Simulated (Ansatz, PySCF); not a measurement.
Ta(S)(OH)(NH2)2 (H5N2OSTa), SMILES [NH2][Ta]([NH2])([OH])=[S], multiplicity 1. Atoms are numbered in the order given.

```xyz
10

Ta    -0.0602     0.0087     0.0110
S      1.6146    -0.5084    -1.2736
O      0.4075     0.4976     1.7907
H      1.2112     0.5855     2.3093
N     -0.9974     1.5436    -0.8068
H     -1.7999     2.0116    -0.3917
H     -0.7884     1.9540    -1.7125
N     -1.2505    -1.5648     0.1130
H     -1.1428    -2.4267    -0.4142
H     -2.0972    -1.6069     0.6758
```

Geometry: PBE0-D3(BJ)/def2-SVP. The spin state was assumed, not searched. The structure was generated by enumeration; whether it is a known compound was not checked. The def2 effective core potentials stand for the cores of Ta; spin–orbit coupling is left out. The values are those of a single conformer.

Two levels are set side by side: PBE-D3(BJ)/def2-SVP (Ansatz, a first-principles code) and PBE0-D3(BJ)/def2-SVP (Ansatz). Each level has its own optimised geometry; the coordinates shown are those of the second. Frequencies come from the Hessian of PySCF at each geometry. Differences are taken from unrounded values.

| quantity | PBE0-D3(BJ) |
|---|---|
| mean bond length (Å) | 1.451 |
| bond Ta1–S2 (Å) | 2.173 |
| bond Ta1–O3 (Å) | 1.904 |
| bond Ta1–N5 (Å) | 1.976 |
| bond Ta1–N8 (Å) | 1.976 |
| bond O3–H4 (Å) | 0.961 |
| bond N5–H6 (Å) | 1.018 |
| bond N5–H7 (Å) | 1.016 |
| bond N8–H9 (Å) | 1.016 |
| bond N8–H10 (Å) | 1.018 |
| highest harmonic wavenumber (cm⁻¹) | 3956 |
| mean harmonic wavenumber (cm⁻¹) | 1176 |
| zero-point energy (kcal/mol) | 40.36 |

**Question.** What does PBE-D3(BJ) give, and how far is it from PBE0-D3(BJ)? (The exact figures need the calculation; the answer reports its results.)

**Answer.** 
```json
[
 {"quantity": "mean bond length (Å)", "PBE-D3(BJ)": "1.463", "PBE-D3(BJ) minus PBE0-D3(BJ)": "0.012"},
 {"quantity": "bond Ta1–S2 (Å)", "PBE-D3(BJ)": "2.190", "PBE-D3(BJ) minus PBE0-D3(BJ)": "0.017"},
 {"quantity": "bond Ta1–O3 (Å)", "PBE-D3(BJ)": "1.922", "PBE-D3(BJ) minus PBE0-D3(BJ)": "0.018"},
 {"quantity": "bond Ta1–N5 (Å)", "PBE-D3(BJ)": "1.989", "PBE-D3(BJ) minus PBE0-D3(BJ)": "0.013"},
 {"quantity": "bond Ta1–N8 (Å)", "PBE-D3(BJ)": "1.989", "PBE-D3(BJ) minus PBE0-D3(BJ)": "0.013"},
 {"quantity": "bond O3–H4 (Å)", "PBE-D3(BJ)": "0.972", "PBE-D3(BJ) minus PBE0-D3(BJ)": "0.011"},
 {"quantity": "bond N5–H6 (Å)", "PBE-D3(BJ)": "1.026", "PBE-D3(BJ) minus PBE0-D3(BJ)": "0.009"},
 {"quantity": "bond N5–H7 (Å)", "PBE-D3(BJ)": "1.025", "PBE-D3(BJ) minus PBE0-D3(BJ)": "0.009"},
 {"quantity": "bond N8–H9 (Å)", "PBE-D3(BJ)": "1.025", "PBE-D3(BJ) minus PBE0-D3(BJ)": "0.009"},
 {"quantity": "bond N8–H10 (Å)", "PBE-D3(BJ)": "1.026", "PBE-D3(BJ) minus PBE0-D3(BJ)": "0.009"},
 {"quantity": "highest harmonic wavenumber (cm⁻¹)", "PBE-D3(BJ)": "3786", "PBE-D3(BJ) minus PBE0-D3(BJ)": "-170"},
 {"quantity": "mean harmonic wavenumber (cm⁻¹)", "PBE-D3(BJ)": "1134", "PBE-D3(BJ) minus PBE0-D3(BJ)": "-42"},
 {"quantity": "zero-point energy (kcal/mol)", "PBE-D3(BJ)": "38.91", "PBE-D3(BJ) minus PBE0-D3(BJ)": "-1.46"}
]
```

GGA bonds tend to be longer and softer than those of functionals with exact exchange. Differences between two approximate levels are no errors against the true value.
